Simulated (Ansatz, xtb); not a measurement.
**Ranking isomers of C4H2F6**

3 gas-phase structures of C4H2F6, from a drawn sample of its isomers (lower ones may exist). Each was relaxed with GFN2-xTB:

A. `FC(F)(F)/C=C\C(F)(F)F`, a singlet
B. `FC(F)(F)/C=C/C(F)(F)F`, a singlet
C. `C=C(C(F)(F)F)C(F)(F)F`, a singlet

**Question.** Make a reasoned guess at their ranking by r2SCAN-D4/def2-SVP//GFN2-xTB single-point energy.

**Answer.** Calculated order at r2SCAN-D4/def2-SVP//GFN2-xTB: B (0.000), C (0.068), A (0.218) eV.

Energies above the lowest of each column, in eV; the last columns are at r2SCAN-D4/def2-SVP geometries:

```csv
structure,GFN2-xTB,HF/STO-3G,r2SCAN-D4/def2-SVP//GFN2-xTB,r2SCAN-D4/def2-SVP,CCSD(T)/def2-SVP + ΔMP2/def2-TZVPP
B,0.000,0.000,0.000,0.000,0.000
C,0.115,0.058,0.068,0.063,0.132
A,0.135,0.113,0.218,0.215,0.228
```

Every level run on B puts it lowest or level with the lowest. C keeps a small imaginary mode. ΔMP2 is the change of the MP2 energy from the smaller to the larger basis.

Programs: Ansatz 0.2.0, xtb 6.7.1.
